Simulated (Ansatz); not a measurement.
The same molecule with X = B, Al, Ga, In. Ansatz, PBE0-D4/def2-TZVP geometries, multiplicity 1. Each molecule was computed in one conformer, which needn't be the lowest.

Elements past krypton have def2 core potentials. Scalar relativity is left out up to krypton.

```
 X                 molecule  mean X–F bond length / Å  mean X–O bond length / Å  LUMO energy (B3LYP/def2-TZVPP) / eV  HOMO–LUMO gap (ωB97M-V/def2-TZVPP) / eV  LUMO energy (PBE0/def2-TZVPP) / eV
 B           `FB(F)O[SiH3]`                     1.323                     1.339                                -0.48                                    13.31                               -0.23
Ga  `[F][Ga]([F])[O][SiH3]`                     1.730                     1.744                                -2.34                                    11.48                               -1.96
In  `[F][In]([F])[O][SiH3]`                     1.924                     1.942                                -3.42                                    10.28                               -3.05
```

Problem. Give the row for X = Al, `[F][Al]([F])[O][SiH3]`. (An estimate is asked.)

Solution. Computed: 
```tsv
X	molecule	mean X–F bond length / Å	mean X–O bond length / Å	LUMO energy (B3LYP/def2-TZVPP) / eV	HOMO–LUMO gap (ωB97M-V/def2-TZVPP) / eV	LUMO energy (PBE0/def2-TZVPP) / eV
Al	`[F][Al]([F])[O][SiH3]`	1.634	1.656	-1.57	11.83	-1.23
```

From B to In the mean X–F bond length rises at each step, by 0.601 Å in all; the mean X–O bond length rises at each step, by 0.603 Å in all; the LUMO energy (B3LYP/def2-TZVPP) falls at each step, by 2.94 eV in all; the HOMO–LUMO gap (ωB97M-V/def2-TZVPP) falls at each step, by 3.03 eV in all; the LUMO energy (PBE0/def2-TZVPP) falls at each step, by 2.82 eV in all. Bonds lengthen as the atom grows down the group.

B3LYP here is the variant with VWN-RPA as its local correlation; programs differ in this.
